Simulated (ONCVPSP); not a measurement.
Which change was made? (Tl, ONCV)

| Quantity | Value |
| --- | --- |
| Element | Tl |
| Generator | ONCVPSP 4.0.1 |
| Type | optimised norm-conserving Vanderbilt (ONCV) |
| Functional | PBE |
| Relativity | fully relativistic |
| Frozen core | [Kr] 4d10 4f14 5s2 |
| Valence charge | 19 |
| Reference configuration | 5p6 5d10 6s1.5 (charge +1.5) |
| Partial waves | 6s: rc 1.90 bohr, ncon 3, nbas 6, qcut 2.7 1/bohr, 1 projector; 5p: rc 1.40 bohr, ncon 4, nbas 8, qcut 9.3 1/bohr, 2 projectors, debl 2.7 Ha; 5d: rc 1.20 bohr, ncon 4, nbas 8, qcut 7 1/bohr, 2 projectors, debl 2.6 Ha; f scattering state at 0.4 Ha: rc 1.90 bohr, ncon 4, nbas 9, qcut 5.8 1/bohr, 2 projectors, debl 1.3 Ha |
| Local potential | polynomial inside 1.05 bohr (lpopt 5, dvloc0 3 Ha) |
| Core correction | none |

Open shells are filled in proportion to 2j + 1.

In the p channel the program set the typed energies aside and used -3.056, 0.250 Ha (j = l + 1/2; the other j can differ).

Cutoffs, loose and tight: the cutoffs (Ha) at which the residual kinetic energy of the hardest occupied pseudo-wave falls to 1 and 0.1 mHa per electron. They do not see the model core or the augmentation charge, which bear on the density cutoff. Test errors are all-electron minus pseudo excitation energies from the reference, over the configurations 5p6 5d10 6s2 6p1; 5p6 5d10 6s2; 5p6 5d10 6s1; 5p6 5d9 6s2 6p1; variants that change the core or the reference have their own tests.

The base gives: outcome: generated, projector energies reset by the program; cutoff, loose: 33 Ha; cutoff, tight: 57 Ha; bound ghosts: s; GHOST(+) flags above zero: s, f5/2; largest test error (meV): -8.0.

(1) After one change the result is: outcome: failed: optimize: ERROR ps0norm > uunorm, code will stop. Which change was it?
A. d: nproj 0; local potential the d channel
B. s: qcut 3.5; p: qcut 12.2; d: qcut 9.2; f: qcut 7.6
C. core [Xe] 4f14 5d10, valence charge 3; reference 6s2; waves now 6s: rc 1.75 bohr, ncon 4, nbas 7, qcut 2.9 1/bohr, 2 projectors, debl 1.7 Ha; p scattering state at 0.18 Ha: rc 1.55 bohr, ncon 5, nbas 8, qcut 4.2 1/bohr, 2 projectors, debl 0.8 Ha; d scattering state at 0.29 Ha: rc 1.55 bohr, ncon 4, nbas 9, qcut 6.4 1/bohr, 2 projectors, debl 1.1 Ha; local potential polynomial inside 1.20 bohr (lpopt 5, dvloc0 -1 Ha)
D. scalar-relativistic
E. reference 5p6 5d10 6s2

Answers

(1) C. The others give: s: qcut 3.5; p: qcut 12.2; d: qcut 9.2; f: qcut 7.6 → outcome: failed: ERROR pspot: first pseudo wave function has node, program will stop | d: nproj 0; local potential the d channel → outcome: generated, projector energies reset by the program, misses its reference levels by 1.37 eV; cutoff, loose: 33 Ha; cutoff, tight: 57 Ha; bound ghosts: s; GHOST(+) flags above zero: none; largest test error (meV): +14 | scalar-relativistic → outcome: generated, projector energies reset by the program; cutoff, loose: 32 Ha; cutoff, tight: 53 Ha; bound ghosts: s; GHOST(+) flags above zero: s, f; largest test error (meV): +8.1 | reference 5p6 5d10 6s2 → outcome: generated, projector energies reset by the program; cutoff, loose: 33 Ha; cutoff, tight: 56 Ha; bound ghosts: s; GHOST(+) flags above zero: s, f5/2; largest test error (meV): -27.
